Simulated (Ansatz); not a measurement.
`O=C[SiH](F)[SiH3]` + `N[SiH](O)F` → `O[SiH](F)N[SiH3]` + `O=C[SiH2]F`  (cleavage of the Si–Si bond)

Calculated with Ansatz (gas phase, PBE0-D4/def2-TZVP geometries, no zero-point term in ΔE). CBS: MP2 limit from def2 TZ/QZ plus the TZ coupled-cluster correction, frozen cores. This one scheme is used for every species. DFT in def2-TZVPP. One conformer a species, not always the lowest.

```tsv
level	ΔE (kcal/mol)
ωB97M-V	-13.6
B2PLYP	-13.4
HF/def2-TZVPP	-16.9
MP2/CBS(def2)	-15.0
```

**Question.** What does CCSD(T)/CBS give? (Estimate.)

**Answer.** Ansatz gave: -13.2 kcal/mol. The listed levels differ from it by -0.4, -0.2, -3.7, -1.8 kcal/mol.

Largest T1 diagnostic among the species: 0.015.

From PBE to PBE0 (25 % exact exchange), in def2-TZVPP and without D4, ΔE moves by −1.9 kcal/mol. In def2-TZVPP, CCSD(T) changes the Hartree–Fock value by +3.5 kcal/mol (the triples alone add +0.5 kcal/mol) and MP2 by +1.6 kcal/mol.
